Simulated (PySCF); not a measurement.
ClLi, charge +1, doublet, at a GFN2-xTB geometry (such geometries of metal compounds can be far from the true shape) (a state made from the parent by changing its charge; the spin is typed, not shown lowest), with bond 1-2 at 1.6 times its length. Base run: R2SCAN/def2-SVP in PySCF.

Here is a job for PySCF.
```python
from pyscf import gto, scf, dft

mol = gto.Mole()
mol.atom = '''
    Li    0.00000000    0.00000000   -3.32780861
    Cl    0.00000000    0.00000000    0.34425606
'''
mol.basis = 'def2-svp'
mol.charge = 1
mol.spin = 1
mol.verbose = 4
mol.build()

mf = dft.UKS(mol)
mf.xc = 'r2scan'
mf.kernel()
mf.analyze()
```

The base run was repeated with changes; each row names its change, and settings that it needs were set with it.

| change | ΔE vs base (mEh) | SCF cycles | <S^2> |
|---|---|---|---|
| base | 0.000 | 8 | 0.753 |
| diis_space = 20 | 0.000 | 8 | 0.753 |
| conv_tol_grad = 1e-7 | 0.000 | 21 | 0.753 |
| conv_tol = 1e-11 | 0.000 | 20 | 0.753 |
| conv_tol = 1e-4 | 0.000 | 4 | 0.753 |
| init_guess = huckel | 0.002 | 8 | 0.753 |
| init_guess = sap | 0.001 | 8 | 0.753 |
| conv_tol = 1e-6 | 0.000 | 5 | 0.753 |
| solver = newton | 0.000 | - | 0.753 |
| diis = off; damp = 0.6 (with mf.diis_start_cycle = 200; with mf.max_cycle = 150) | 0.000 | 20 | 0.753 |
| init_guess = 1e | 0.002 | 23 | 0.753 |
| init_guess = atom | 0.001 | 8 | 0.753 |
| level_shift = 0.1 (with mf.max_cycle = 100) | 0.001 | 8 | 0.753 |

Open shells are given as the SCF converged; they aren't shown to be the lowest states, and a large step between rows can be another state.
